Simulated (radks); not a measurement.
Initial-state core-level shifts of neutral tungsten when its valence configuration changes from [Xe] 4f14 5d4 6s2. All-electron calculation, scalar-relativistic Kohn-Sham, BLYP, spin-polarised, spherical densities, finite nucleus; open shells are filled with parallel spins first (spin-orbit coupling, left out, can overturn this in heavy ions); Fermi nuclear charge, rms radius 5.3658 fm. Program: a radial shooting solver on a logarithmic mesh with Libxc functionals. Shifts are changes of the shell-averaged eigenvalues in eV (positive: less bound); the change of the density at the nucleus, which sets a Mossbauer isomer shift, is in e/bohr^3, on a base of 1.517e+06.

valence,1s,2p,3p,5s,density at nucleus
4f14 5d3 6s2 6p1,-4.053,-4.144,-4.110,-4.039,+33.3
4f14 5d6,+3.207,+3.368,+3.341,+3.322,-157.1
4f14 5d4.5 6s1.5,+1.146,+1.189,+1.178,+1.166,-41.6
4f14 5d5 6s1,+2.201,+2.283,+2.264,+2.248,-78.4
4f14 5d4 6s1 6p1,-1.418,-1.405,-1.409,-1.403,-63.9
4f13 5d4 6s2 6p1,-13.683,-14.489,-15.965,-8.112,+122.2
4f12 5d6 6s2,-19.623,-21.111,-24.281,-7.975,+179.9
4f12 5d4 6s2 6p2,-28.496,-30.216,-33.298,-16.562,+256.0
4f13.5 5d4 6s2 6p0.5,-6.686,-7.074,-7.795,-3.999,+59.4
